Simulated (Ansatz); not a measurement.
Consider the hydrogenolysis of a C–B bond: `BBCBI` + H₂ → `CBI` + `BB`.

Computed with Ansatz on PBE0-D4/def2-TZVP structures; ΔE is electronic, products minus reactants. CCSD(T)/CBS is the MP2 limit (def2-TZVPP, def2-QZVPP) plus CCSD(T) − MP2 in def2-TZVPP, frozen cores. This one scheme is used for every species. Functionals use def2-TZVPP. Elements past krypton have def2 core potentials. For I outer-core shells are correlated without core-valence functions, which leaves a few kJ/mol of doubt a bond. Each species was taken in one conformer, which may not be the lowest.

CCSD(T)/CBS gives -0.6 kJ/mol.

(1) Another level gave -3.5 kJ/mol. Which?
A. r2SCANh/def2-TZVPP
B. CAM-B3LYP/def2-TZVPP
C. PBE-D4/def2-TZVPP
D. BHLYP/def2-TZVPP

Largest T1 diagnostic among the species: 0.012.

Results:

(1) A. r2SCANh -3.5, BHLYP -21.0, PBE-D4 3.5, CAM-B3LYP -16.3 kJ/mol.

From PBE to PBE0 (25 % exact exchange), in def2-TZVPP and without D4, ΔE moves by −4.1 kJ/mol. Leaving LDA and LC-ωPBE aside and taking each functional with its dispersion term where it has one, the values, not all of them listed here, spread over 19.1 kJ/mol, from BHLYP-D4 to revPBE-D4. LDA lies +10.3 kJ/mol from PBE without D4.
